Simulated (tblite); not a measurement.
Compound: C6H10N2SSi.
Geometry (GFN2-xTB, Å), atoms numbered from 1 in this order:
```
atom  x, y, z in Å
C1     3.9058   -0.9998   -0.4442
C2     2.9025   -0.7615   -1.2825
C3     1.6054   -0.2503   -0.9186
C4     0.5063    0.0108   -1.7201
C5    -0.4799    0.4872   -0.8389
S6    -2.0854    0.9985   -1.2674
C7    -2.7528    1.3661    0.3861
Si8   -3.1710   -0.2424    1.3152
N9    -0.0273    0.5230    0.4074
N10    1.2280    0.0738    0.3438
H11    4.8459   -1.3866   -0.7951
H12    3.8348   -0.8223    0.6160
H13    3.0201   -0.9538   -2.3401
H14    0.4140   -0.1173   -2.7778
H15   -3.6377    1.9715    0.2000
H16   -2.0115    1.9763    0.8947
H17   -1.9992   -1.1060    1.4074
H18   -3.6392    0.1485    2.6467
H19   -4.2363   -0.9131    0.5674
H20    1.7725    0.0080    1.1875
```

Level: GFN2-xTB in tblite, geometry and Hessian alike; calculated harmonic values, unscaled, isolated species. This tight-binding method is rough: wavenumbers can miss measured ones by several per cent, in bad cases by 10 to 20. Modes of hydrogen on silicon can be 10 to 20 % off. One conformer, not necessarily the lowest.

Harmonic wavenumbers (cm⁻¹): 39.0, 57.3, 70.0, 83.3, 138.9, 156.0, 184.0, 225.9, 294.1, 301.5, 438.5, 501.1, 507.6, 519.7, 536.0, 576.2, 631.6, 681.9, 686.5, 704.2, 729.1, 765.0, 779.9, 785.3, 789.2, 794.1, 880.8, 956.9, 987.4, 1006.3, 1037.5, 1074.5, 1076.0, 1156.6, 1173.3, 1246.7, 1278.1, 1368.6, 1377.4, 1410.5, 1413.2, 1451.3, 1526.6, 1671.9, 2255.9, 2264.1, 2310.8, 3004.9, 3012.6, 3074.2, 3106.9, 3139.0, 3197.4, 3472.5.

A = 2372, B = 488.3, C = 430.9 MHz; mass 170.033 u (most abundant isotopes); point group C1, symmetry number 1.

Zero-point energy?

Half the sum of the wavenumbers: 31454 cm⁻¹ = 376.27 kJ/mol.

What is S at 400 K and 1 bar for an ideal gas of classical rigid rotors and harmonic oscillators?

Translation 179.02, rotation 132.72, vibration 211.35: S = 523.1 J/(mol K).

And Cp and H(400 K) − H(0)?

Cp = 238.71 J/(mol K), of which vibrations give 205.45 (their classical limit is 54 R = 449.0); H(400 K) − H(0) = 55.98 kJ/mol without the zero-point energy, 42.67 from vibrations.

Blend soft modes into free rotors: weight 1/[1 + (100 cm⁻¹/ν̃)⁴] for the oscillator and the rest for a rotor with moment μB/(μ + B), μ = h/(8π²ν), B = 10⁻⁴⁴ kg m². What vibrational entropy results?

190.54 J/(mol K) in place of 211.35, which changes −T·S at 400 K by +8.32 kJ/mol.

Which modes carry the vibrational entropy at 400 K?

39.0 cm⁻¹: 24.65; 57.3 cm⁻¹: 21.46; 70.0 cm⁻¹: 19.80; 83.3 cm⁻¹: 18.37; 138.9 cm⁻¹: 14.17; 156.0 cm⁻¹: 13.23 J/(mol K); the other 48 give 99.67 together.

Hindered rotation and anharmonicity are outside this model. Other conformers, if any are populated, would add a mixing term that is left out. The structure is chiral; the term R ln 2 for an equal mix with its mirror image is left out.

On one thread of an Arm Neoverse N1, shared host with 64 logical CPUs at a one-minute load of 58, this took 1.8 s wall. This covers the Hessian and the dipole derivatives.
